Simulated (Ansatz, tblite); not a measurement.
Removing an electron: Si₃W₃⁻ (the lowest doublet isomer of a short search). Total charge -1; doublet. Geometry: PBE-D4/def2-SVPD. Ansatz, gas phase; energy differences of separate SCF runs; the oxidised species is a singlet (the triplet lies 0.12 eV higher at PBE0-D4/def2-TZVPD).

```csv
atom,x (Å),y (Å),z (Å)
W1,0.188,-0.243,-1.437
W2,-0.902,-0.666,1.631
W3,-0.538,1.206,0.286
Si4,1.862,1.381,-0.757
Si5,-1.997,-1.060,-0.458
Si6,1.387,-0.619,0.735
```

In the def2 sets W takes a core potential; there is no spin–orbit coupling. The xTB rows come from tblite. The structure comes from a short search, and lower isomers may exist.

| level | −HOMO (eV) | vertical IE (eV) | −LUMO (eV) | HOMO–LUMO gap (eV) | remarks |
| --- | --- | --- | --- | --- | --- |
| r2SCAN-D4/def2-TZVPD | 0.28 | 1.95 | -0.57 | 0.85 | restricted singlet, untested (singlet), spin-contaminated (⟨S²⟩ 0.87) (-1 doublet) |
| PBE0-D4/def2-TZVPD | 0.76 | 1.85 | -1.04 | 1.80 | restricted singlet, untested (singlet), spin-contaminated (⟨S²⟩ 0.89) (-1 doublet) |

Task: Estimate the rows for GFN2-xTB, PBE-D4/def2-TZVPD.

Result: 
| level | −HOMO (eV) | vertical IE (eV) | −LUMO (eV) | HOMO–LUMO gap (eV) | remarks |
| --- | --- | --- | --- | --- | --- |
| GFN2-xTB | – | 6.43 | – | – | – |
| PBE-D4/def2-TZVPD | -0.02 | 1.90 | -0.47 | 0.45 | HOMO above zero (-1 doublet), restricted singlet, untested (singlet) |

  A HOMO above zero means that the electron is unbound at that level or that self-interaction error raises the level; the energy of removing that electron tells which. HOMO and LUMO are the levels of the spin that leaves or enters (xTB has no such levels and no spin-polarisation term). Other spin states of the ions may lie lower, which would lower the ionisation energy or raise the affinity. Raw xTB energy differences between charge states are shifted by several eV; the methods need an empirical correction for them.
